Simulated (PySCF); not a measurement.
ClH₂InO. Atoms are numbered in the order given.

```xyz
5

In    -0.3178     0.3470     0.0000
H     -1.9538     0.8193     0.0000
Cl     0.3505    -1.8928     0.0000
O      1.3069     1.4903     0.0000
H      1.1098     2.4334     0.0000
```
Charge 0, spin multiplicity 1.

The structure is a stationary point at B3LYP-D3(BJ)/def2-TZVP. The def2 effective core potentials stand for the cores of In; spin–orbit coupling is left out. One conformer was computed; it need not be the lowest.

Computed with PySCF with B3LYP/def2-TZVPD.

Mulliken values depend strongly on the basis, most of all with diffuse functions as here. ESP charges are fitted to the potential on shells at 1.4 to 2.0 van der Waals radii. Atomic charges (e):

```tsv
atom	ESP fit	Mulliken
In1	0.82	0.90
H2	-0.17	-0.08
Cl3	-0.32	-0.44
O4	-0.67	-0.67
H5	0.34	0.28
```
